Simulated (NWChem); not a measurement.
The numbers come from NWChem runs, not from measurements. System: H3O, charge 1, spin multiplicity 1, at a geometry optimised with B3LYP/def2-SVP. Level: PBE/cc-pVDZ, spin-restricted.

Job file:

```
start mol
memory heap 200 mb stack 900 mb global 1100 mb
charge 1
geometry units angstroms nocenter noautoz noautosym
  O     -0.000025     0.077442     0.000000
  H     -0.472033    -0.206672     0.817691
  H     -0.472033    -0.206672    -0.817691
  H      0.944265    -0.206192     0.000000
end
basis spherical
  * library cc-pvdz
end
dft
  xc xpbe96 cpbe96
  semidirect memsize 60000000 filesize 0
  iterations 100
end
task dft energy
```

Part of the output:

```
             Northwest Computational Chemistry Package (NWChem) 7.3.0
             --------------------------------------------------------

                                NWChem Input Module
                                -------------------

 Scaling coordinates for geometry "geometry" by  1.889725989
 (inverse scale =  0.529177249)

                             Geometry "geometry" -> ""
                             -------------------------

 Output coordinates in angstroms (scale by  1.889725989 to convert to a.u.)

  No.       Tag          Charge          X              Y              Z
 ---- ---------------- ---------- -------------- -------------- --------------
    1 O                    8.0000    -0.00002500     0.07744200     0.00000000
    2 H                    1.0000    -0.47203300    -0.20667200     0.81769100
    3 H                    1.0000    -0.47203300    -0.20667200    -0.81769100
    4 H                    1.0000     0.94426500    -0.20619200     0.00000000

 Effective nuclear repulsion energy (a.u.)      13.8517465910

            Nuclear Dipole moment (a.u.)
            ----------------------------
        X                 Y               Z
 ---------------- ---------------- ----------------
    -0.0000018897     0.0000000000     0.0000000000


 Summary of "ao basis" -> "" (spherical)
 ------------------------------------------------------------------------------
       Tag                 Description            Shells   Functions and Types
 ---------------- ------------------------------  ------  ---------------------
 *                          cc-pvdz                   on all atoms

  pbe96 is a nonlocal functional; adding pw91lda local functional.

                                 NWChem DFT Module
                                 -----------------

 Summary of "ao basis" -> "ao basis" (spherical)
 ------------------------------------------------------------------------------
       Tag                 Description            Shells   Functions and Types
 ---------------- ------------------------------  ------  ---------------------
 O                          cc-pvdz                  6       14   3s2p1d
[...]
     6      0.543299  1 O  pz                15      0.312425  2 H  s
    20     -0.312423  3 H  s                  9      0.203425  1 O  pz
    16      0.041217  2 H  s                 21     -0.041217  3 H  s
    17      0.030221  2 H  px                22     -0.030221  3 H  px
    29      0.027719  4 H  pz

 Vector    5  Occ=2.000000D+00  E=-6.766489D-01
              MO Center= -5.4D-05,  1.6D-01, -2.0D-11, r^2= 5.7D-01
   Bfn.  Coefficient  Atom+Function         Bfn.  Coefficient  Atom+Function
  ----- ------------  ---------------      ----- ------------  ---------------
     5      0.639715  1 O  py                 8      0.415982  1 O  py
     3      0.197452  1 O  s                  2      0.113789  1 O  s
    15     -0.076398  2 H  s                 20     -0.076398  3 H  s
    25     -0.076399  4 H  s

 Vector    6  Occ=0.000000D+00  E=-2.919855D-01
              MO Center=  8.7D-05, -2.6D-01, -1.4D-09, r^2= 2.7D+00
   Bfn.  Coefficient  Atom+Function         Bfn.  Coefficient  Atom+Function
  ----- ------------  ---------------      ----- ------------  ---------------
     3      0.863540  1 O  s                 16     -0.459890  2 H  s
    21     -0.459890  3 H  s                 26     -0.459893  4 H  s
     2      0.256566  1 O  s                 15     -0.216020  2 H  s
    20     -0.216020  3 H  s                 25     -0.216025  4 H  s
     5     -0.172802  1 O  py                 8     -0.139325  1 O  py

 Vector    7  Occ=0.000000D+00  E=-1.963771D-01
              MO Center= -5.1D-01, -2.3D-01,  2.9D-05, r^2= 2.6D+00
   Bfn.  Coefficient  Atom+Function         Bfn.  Coefficient  Atom+Function
  ----- ------------  ---------------      ----- ------------  ---------------
    16      0.983885  2 H  s                 21     -0.983852  3 H  s
     9     -0.522495  1 O  pz                 6     -0.444680  1 O  pz
    15      0.297075  2 H  s                 20     -0.297065  3 H  s

 Vector    8  Occ=0.000000D+00  E=-1.963765D-01
              MO Center=  5.1D-01, -2.3D-01, -2.9D-05, r^2= 2.6D+00
   Bfn.  Coefficient  Atom+Function         Bfn.  Coefficient  Atom+Function
  ----- ------------  ---------------      ----- ------------  ---------------
    26      1.136071  4 H  s                 16     -0.568010  2 H  s
    21     -0.568067  3 H  s                  7     -0.522493  1 O  px
     4     -0.444681  1 O  px                25      0.343022  4 H  s
    15     -0.171500  2 H  s                 20     -0.171517  3 H  s
    27      0.033075  4 H  px

 center of mass
 --------------
 x =  -0.00001980 y =   0.06103816 z =   0.00000000

 moments of inertia (a.u.)
 ------------------
           5.544891294822          -0.001395626412           0.000000000000
          -0.001395626412           9.625560448365           0.000000000000
           0.000000000000           0.000000000000           5.544997686129

     Multipole analysis of the density
     ---------------------------------

     L   x y z        total         alpha         beta         nuclear
     -   - - -        -----         -----         ----         -------
     0   0 0 0      1.000000     -5.000000     -5.000000     11.000000

     1   1 0 0      0.000194      0.000098      0.000098     -0.000002
     1   0 1 0     -0.594097     -0.297048     -0.297048      0.000000
     1   0 0 1      0.000000      0.000000      0.000000      0.000000

     2   2 0 0     -1.863524     -3.319495     -3.319495      4.775465
     2   1 1 0      0.000896     -0.000260     -0.000260      0.001416
     2   1 0 1     -0.000000     -0.000000     -0.000000      0.000000
     2   0 2 0     -4.495364     -2.561792     -2.561792      0.628221
     2   0 1 1     -0.000000     -0.000000     -0.000000      0.000000
     2   0 0 2     -1.863590     -3.319475     -3.319475      4.775360

 Task  times  cpu:        0.5s     wall:        0.5s

 Total times  cpu:        0.6s     wall:        0.6s
```
